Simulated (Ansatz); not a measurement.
Reaction (formal exchange of groups at the Si–S bond): `Cl[SiH2][S][GeH3]` + `[OH][SnH3]` → `[OH][SnH2][SiH2]Cl` + `[SH][GeH3]`

Program: Ansatz. Geometries: PBE0-D4/def2-TZVP. ΔE: electronic, gas phase. CCSD(T)/CBS adds triple-zeta CCSD(T) − MP2 to the extrapolated MP2 energy (def2 sets, frozen cores). DFT in def2-TZVPP. B3LYP here is the variant with VWN-RPA as its local correlation; programs differ in this. def2 core potentials past Kr. For Ge, Sn outer-core shells are correlated without core-valence functions, which leaves a few kJ/mol of doubt a bond. Scalar relativity is left out up to krypton. One conformer a species, not always the lowest.

```
             level  ΔE (kJ/mol)  difference from CCSD(T)/CBS
            PBE-D4         37.5                         -7.6
           PBE0-D4         41.9                         -3.2
           ωB97X-V         45.8                          0.7
           ωB97M-V         48.3                          3.2
            B2PLYP         43.2                         -1.9
            r2SCAN         44.7                         -0.4
             B3LYP         36.1                         -9.0
    MP2/def2-TZVPP         53.5                          8.4
SCS-MP2/def2-TZVPP         50.9                          5.8
    MP2/def2-QZVPP         52.4                          7.3
       CCSD(T)/CBS         45.1                            0
```

Largest T1 diagnostic among the species: 0.014.

From PBE to PBE0 (25 % exact exchange), in def2-TZVPP and without D4, ΔE moves by +5.0 kJ/mol. The D4 term adds +4.9 kJ/mol with B3LYP and +2.4 kJ/mol with PBE0; it sums over pairs of atoms, weighted by their polarisabilities, and B3LYP, whose exchange is more repulsive, gets the larger term.
